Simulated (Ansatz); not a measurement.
Reactions of `[F][Sb]([F])[Cl]`.

Program: Ansatz. Geometries: PBE0-D4/def2-TZVP. ΔE: electronic, gas phase. CCSD(T)/CBS adds triple-zeta CCSD(T) − MP2 to the extrapolated MP2 energy (def2 sets, frozen cores). This one scheme is used for every species. Elements past krypton have def2 core potentials. For Sb outer-core shells are correlated without core-valence functions, which leaves a few kJ/mol of doubt a bond. One conformer a species, not always the lowest.

(1) Order these by ΔE at CCSD(T)/CBS, lowest first. (Estimate.)
A. `[F][Sb]([F])[Cl]` + `BN[SiH2][SiH3]` → `[F][Sb]([SiH3])[Cl]` + `BN[SiH2]F`
B. `[F][Sb]([F])[Cl]` + `C[SiH](O)S` → `[F][SbH][F]` + `C[Si](O)(S)Cl`
C. `[F][Sb]([F])[Cl]` + `C=COC` → `C[O][Sb]([F])[F]` + `C=CCl`
D. `[F][Sb]([F])[Cl]` + `COB(O)OC` → `[OH][Sb]([F])[F]` + `COB(Cl)OC`
E. `[F][Sb]([F])[Cl]` + `[SiH3]B1CO1` → `[F][Sb]([F])[SiH3]` + `ClB1CO1`

Largest T1 diagnostic: 0.016, for `[SiH3]B1CO1`.

## Answers

(1) A (-22.9 kcal/mol), B (-0.6 kcal/mol), E (+1.7 kcal/mol), C (+10.3 kcal/mol), D (+16.5 kcal/mol).
